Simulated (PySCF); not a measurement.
Atom-mapped SMILES (the numbers label the heavy atoms): `[CH3:1][c:2]1[cH:3][n:4][n:5]([SiH:6]([CH3:7])[CH3:8])[n:9]1`. Each H is labelled by its parent atom.

[PySCF 2.14: shielding tensors at PBE0/pcSseg-1 (GIAO); coordinates at the GFN2-xTB level; rapidly exchanging positions averaged; relativity neglected; isolated molecule; one computed conformer]

**Question.** Predict the 2D correlation tables (HSQC, COSY, HMBC).

**Answer.** 

HSQC (one-bond C–H):
| δH | δC |
| --- | --- |
| 7.68 (H(C3)) | 140.6 (C3) |
| 2.57 (H(C1)) | 13.1 (C1) |
| 0.50 (H(C7)/H(C8)) | -1.3 (C7/C8) |

COSY cross peaks (H two or three bonds apart, from the bond graph; peaks can be absent where the dihedral angle is near 90°):
| δH | δH |
| --- | --- |
| 5.55 (H(Si6)) | 0.50 (H(C7)/H(C8)) |

HMBC (two and three bonds, from the bond graph):
| δH | δC |
| --- | --- |
| 7.68 (H(C3)) | 151.1 (C2), 13.1 (C1) |
| 5.55 (H(Si6)) | -1.3 (C7/C8) |
| 2.57 (H(C1)) | 151.1 (C2), 140.6 (C3) |
| 0.50 (H(C7)/H(C8)) | -1.3 (C7/C8) |

Shifts are taken against calculated references (same method and geometry level): ¹H (σ = 31.72 ppm) and ¹³C (σ = 186.93 ppm) against TMS.

Shifts are as computed. Against solution values, carbons near 30 ppm lie about +3 ppm off and those near 130 ppm about +5 ppm. Of 1211 compounds with measured shifts, 218 miss one by over three times the rms of a fit or turn the order of signals round; such compounds aren't used in these exercises.
